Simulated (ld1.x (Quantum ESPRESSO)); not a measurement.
# u(r) = r·R(r): atom against pseudo-atom (gold)

Columns: radius, all-electron u(r) and pseudo u(r) of the 5p shell (level -60.06 eV) of gold in the configuration [Kr] 4d10 4f14 5s2 5p6 5d10 6s1 6p0; LDA (PZ), scalar-relativistic, PAW scheme, ld1.x (Quantum ESPRESSO) 7.5.

| r (bohr) | all-electron | pseudo |
| --- | --- | --- |
| 0.108 | -0.3386 | -0.0330 |
| 0.215 | 0.0382 | -0.1266 |
| 0.322 | 0.5998 | -0.2682 |
| 0.430 | 0.4099 | -0.4414 |
| 0.538 | -0.1156 | -0.6225 |
| 0.645 | -0.6053 | -0.7877 |
| 0.752 | -0.9347 | -0.9200 |
| 0.860 | -1.0994 | -1.0066 |
| 0.968 | -1.1353 | -1.0400 |
| 1.075 | -1.0880 | -1.0218 |
| 1.182 | -0.9948 | -0.9607 |
| 1.290 | -0.8798 | -0.8680 |
| 1.398 | -0.7606 | -0.7589 |
| 1.505 | -0.6477 | -0.6483 |
| 1.612 | -0.5450 | -0.5451 |
| 1.720 | -0.4535 | -0.4535 |
| 1.828 | -0.3748 | -0.3748 |
| 1.935 | -0.3085 | -0.3085 |
| 2.042 | -0.2529 | -0.2529 |
| 2.150 | -0.2061 | -0.2061 |
| 2.258 | -0.1675 | -0.1675 |
| 2.365 | -0.1361 | -0.1361 |
| 2.472 | -0.1103 | -0.1103 |
| 2.580 | -0.0892 | -0.0892 |
| 2.688 | -0.0720 | -0.0720 |
| 2.795 | -0.0581 | -0.0581 |

How many radial nodes do the two functions have?

The all-electron 5p function has n − l − 1 = 3 (the table is too coarse to show those close to the nucleus); the pseudo-wave has 0, since the states of the same l below it are removed with the core.

At about which radius was the pseudo-wave matched?

1.70 bohr, where the columns begin to agree (steps of 0.11 bohr).

Where does each function peak?

Outermost all-electron maximum near 0.97 bohr, pseudo maximum near 0.97 bohr (to the table’s step).

Is the pseudo-wave norm-conserving?

No, it belongs to a PAW set: the norm inside the radius is not constrained, and the difference is carried by the augmentation charge.
